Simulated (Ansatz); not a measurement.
Reaction (formal exchange of groups at the Si–C bond): `C[SiH](C)[NH][AlH2]` + SiH₄ → `C[SiH]([SiH3])[NH][AlH2]` + CH₄

Isolated molecules relaxed with PBE0-D4/def2-TZVP in Ansatz; ΔE leaves out vibrations. CBS: MP2 limit from def2 TZ/QZ plus the TZ coupled-cluster correction, frozen cores. This one scheme is used for every species. Functionals use def2-TZVPP. B3LYP here is the variant with VWN-RPA as its local correlation; programs differ in this. Each species was taken in one conformer, which may not be the lowest.

```tsv
level	ΔE (kcal/mol)	difference from CCSD(T)/CBS
PBE-D4	-3.0	-3.5
r2SCAN-D4	-0.7	-1.2
PBE0-D4	-1.9	-2.4
B3LYP-D4	-0.5	-1.0
ωB97X-V	0.4	-0.1
ωB97M-V	1.7	1.2
B2PLYP	0.8	0.3
PBE	-2.5	-3.0
r2SCAN	-0.6	-1.1
PBE0	-1.5	-2.0
B3LYP	0.2	-0.3
HF/def2-TZVPP	2.8	2.3
MP2/def2-TZVPP	1.8	1.3
SCS-MP2/def2-TZVPP	2.0	1.5
CCSD/def2-TZVPP	1.1	0.6
CCSD(T)/def2-TZVPP	0.7	0.2
HF/def2-QZVPP	3.0	2.5
MP2/def2-QZVPP	1.7	1.2
SCS-MP2/def2-QZVPP	1.9	1.4
HF/CBS(def2)	3.0	2.5
MP2/CBS(def2)	1.5	1.0
CCSD/CBS(def2)	0.9	0.4
CCSD(T)/CBS	0.5	0
```

Largest T1 diagnostic among the species: 0.012.

In def2-TZVPP, CCSD(T) changes the Hartree–Fock value by −2.1 kcal/mol (the triples alone add −0.4 kcal/mol) and MP2 by −1.1 kcal/mol. From PBE to PBE0 (25 % exact exchange), in def2-TZVPP and without D4, ΔE moves by +1.1 kcal/mol.
